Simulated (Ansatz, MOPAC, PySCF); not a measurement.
Pair of molecules: AsH3 (SMILES [AsH3]) (first 4 atoms) with HBr (SMILES Br); geometry from B3LYP-D3(BJ)/def2-TZVP, rigid monomers moved along the line of their centres of mass till As1···H6 is 3.63 Å.
(charge 0, multiplicity 1):
```xyz
6

As    -0.246    -0.200     0.144
H     -0.931     0.733    -0.842
H     -0.416    -1.419    -0.748
H      1.145     0.109    -0.387
Br    -1.342    -0.251     5.092
H     -1.031    -0.236     3.687
```

Counterpoise-corrected where a basis set is named; no monomer relaxation. Rows marked so take none.

Cores are frozen in the correlated methods. Filled d and f shells under p-block atoms count as core. CBS(a, b) extrapolates the correlation energy as X⁻³ and adds the Hartree–Fock energy of set b. Rows in 6-31G*, LANL2DZ carry no dispersion term and start afresh at each structure (6-31G* with six Cartesian d functions); the Pople sets are all-electron and without relativity. LANL2DZ brings its own core potentials from Na on. The state that AM1, PM6 reach isn't checked.

Programs: Ansatz (Gaussian orbitals); MOPAC for AM1, PM6 (differences of heats of formation); PySCF for 6-31G* rows, LANL2DZ rows, the dispersion terms. Values without a source in brackets are computed.

Other levels give for the interaction energy: PBE/def2-TZVPPD -1.15; B3LYP/def2-TZVPPD -0.77; B3LYP-D3(BJ)/def2-TZVPPD -1.34; wB97M-V/def2-TZVPPD -1.19; CCSD(T)/CBS(aug-cc-pVDZ, aug-cc-pVTZ) -1.28 kcal/mol.

Common cheap choices:

| level | interaction energy (kcal/mol) | less -1.28 (CCSD(T)/CBS(aug-cc-pVDZ, aug-cc-pVTZ)) |
|---|---|---|
| AM1 | -0.52 | 0.76 |
| PM6 | -0.64 | 0.63 |
| HF/6-31G* | -0.98 | 0.30 |
| HF/6-31G* (no counterpoise) | -1.01 | 0.27 |
| B3LYP/6-31G* | -1.03 | 0.25 |
| B3LYP/6-31G* (no counterpoise) | -1.07 | 0.21 |
| B3LYP/LANL2DZ (no counterpoise) | -1.36 | -0.08 |
| M06-2X/6-31G* (no counterpoise) | -1.33 | -0.05 |

Ansatz is an electronic-structure program.
